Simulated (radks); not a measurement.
Neutral sulfur, configuration [Ne] 3s2 3p3 6s1 (not the ground configuration).

Method: scalar-relativistic Kohn-Sham, PBEsol, spin-polarised, spherical densities, point nucleus; open shells are filled with parallel spins first; computed with a radial shooting solver on a logarithmic mesh with Libxc functionals.

Energy parts (Ry):
total: -796.20003
kinetic: 799.15563
electron-nucleus: -1889.78717
Hartree: 343.67214
exchange-correlation: -49.24063

Orbitals (lengths in bohr, moments of r in powers of bohr; r(max) is where P^2 peaks):
orbital  occ.  eigenvalue (Ry)      <r>    <r^2>    <1/r>   r(max)
1s up       1        -177.2675  0.09699  0.01266    15.64  0.06337
1s down     1        -177.2334  0.09698  0.01266    15.64  0.06336
2s up       1        -16.25505   0.4797   0.2740    3.061   0.3886
2s down     1        -16.22100   0.4794   0.2734    3.061   0.3888
2p up       3        -12.22592   0.4429   0.2454    2.958   0.3256
2p down     3        -12.17933   0.4425   0.2447    2.957   0.3260
3s up       1         -1.99373    1.632    3.071   0.8412    1.393
3s down     1         -1.74267    1.646    3.142   0.8390    1.388
3p up       3         -1.19475    1.874    4.123   0.7200    1.547
3p down     0         -0.95690    1.934    4.441   0.7038    1.554
6s up       1         -0.05055    21.15    493.4  0.06258    22.60

The highest occupied level is 6s up at -0.688 eV. The configuration is held as typed, so some empty levels lie below it. Summed over all electrons, <r^2> = 514.0 bohr^2, which gives a Langevin (diamagnetic) susceptibility term of -407 x 10^-6 cm^3/mol.
